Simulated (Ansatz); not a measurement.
Consider the atomization: `CNBS` → B• + C• + 6 H• + N• + S•.

Calculated with Ansatz (gas phase, PBE0-D4/def2-TZVP geometries, no zero-point term in ΔE). CCSD(T)/CBS is the MP2 limit (def2-TZVPP, def2-QZVPP) plus CCSD(T) − MP2 in def2-TZVPP, frozen cores. This one scheme is used for every species, atoms too. Functionals use def2-TZVPP. HSE06 is defined as in plane-wave codes. Open shells (•) are unrestricted, without spin–orbit coupling. Spin–orbit coupling would lower the free atoms: a little for B, C, S. One conformer a species, not always the lowest.

```
             level  ΔE (kJ/mol)  difference from CCSD(T)/CBS
            B97M-V       3679.4                         30.5
        r2SCAN0-D4       3624.7                        -24.2
          HSE06-D4       3682.5                         33.6
            B2PLYP       3629.7                        -19.2
               PBE       3721.3                         72.4
              BLYP       3630.2                        -18.7
            r2SCAN       3666.9                         18.0
             BHLYP       3561.6                        -87.3
         CAM-B3LYP       3673.1                         24.2
  CCSD(T)/def2-SVP       3467.0                       -181.9
SCS-MP2/def2-TZVPP       3598.5                        -50.4
   CCSD/def2-TZVPP       3505.4                       -143.5
CCSD(T)/def2-TZVPP       3555.8                        -93.1
      HF/CBS(def2)       2689.5                       -959.4
     MP2/CBS(def2)       3690.5                         41.6
    CCSD/CBS(def2)       3598.5                        -50.4
       CCSD(T)/CBS       3648.9                            0
```

Problem. What do rigid-rotor, harmonic-oscillator terms from PBE0-D4/def2-TZVP frequencies (298.15 K, 1 bar) make of the CCSD(T)/CBS value? (Best estimate.)

Solution. Ansatz gave: ΔZPE = -205.4 kJ/mol, ΔH = +3487.7 kJ/mol, ΔS = 1012 J/(mol·K), ΔG = +3186.0 kJ/mol. Open shells count their whole term as degenerate.

Largest T1 diagnostic among the species: 0.014.

At CCSD(T), def2-SVP lies −181.9 kJ/mol from the extrapolated value and def2-TZVPP −93.0 kJ/mol: correlation converges slowly with the basis, and small sets miss more of it in the bonded molecule than in its fragments. From BLYP to BHLYP (50 % exact exchange), in def2-TZVPP and without D4, ΔE moves by −68.5 kJ/mol: exact exchange takes away binding that semilocal exchange gives to molecules. In def2-TZVPP, CCSD(T) changes the Hartree–Fock value by +871.0 kJ/mol (the triples alone add +50.4 kJ/mol) and MP2 by +912.6 kJ/mol; breaking electron pairs costs correlation energy, which Hartree–Fock lacks.

For atomizations the MP2-based limit and the directly extrapolated one differ by several kJ/mol either way, and by 10 to 25 for some Ge, Se and Sn compounds, so smaller differences from it don't rank the levels.
